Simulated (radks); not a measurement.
Species: the barium ion Ba3+. Configuration: [Kr] 4d10 5s2 5p5 (the NIST ground configuration).

Method: scalar-relativistic Kohn-Sham, BLYP, spin-polarised, spherical densities, finite nucleus; open shells are filled with parallel spins first (spin-orbit coupling, left out, can overturn this in heavy ions); Fermi nuclear charge, rms radius 4.8378 fm; computed with a radial shooting solver on a logarithmic mesh with Libxc functionals.

Energy parts (eV):
part                      energy
total                 -221339.02
kinetic                233653.37
electron-nucleus      -534189.71
Hartree                 84570.24
exchange-correlation    -5372.92

Orbitals (lengths in bohr, moments of r in powers of bohr):
orbital  occ.  eigenvalue (eV)      <r^4>
1s up       1        -37287.73  2.074e-06
1s down     1        -37287.67  2.074e-06
2s up       1        -5915.592  0.0003466
2s down     1        -5915.562  0.0003466
2p up       3        -5307.959  0.0002523
2p down     3        -5307.908  0.0002523
3s up       1        -1268.724    0.01439
3s down     1        -1268.673    0.01439
3p up       3        -1073.911    0.01505
3p down     3        -1073.853    0.01505
3d up       5        -790.7586    0.01273
3d down     5        -790.7030    0.01272
4s up       1        -269.2509     0.3825
4s down     1        -269.1365     0.3823
4p up       3        -206.3748     0.5084
4p down     3        -206.2581     0.5074
4d up       5        -115.0707     0.9049
4d down     5        -114.9171     0.8983
4f up       0         -22.5169      12.39
4f down     0         -22.0902      12.34
5s up       1         -58.0091      11.99
5s down     1         -57.2260      12.03
5p up       3         -42.3197      21.20
5p down     2         -41.5239      21.61
5d up       0         -22.5637      79.10
5d down     0         -21.9857      84.43
6s up       0         -20.0202      265.1
6s down     0         -19.8353      272.2

The highest occupied level is 5p down at -41.524 eV. The density falls to 0.001 e/bohr^3 at r = 3.57 bohr. The electron density at the nucleus is 3.345e+05 e/bohr^3 (large components only).
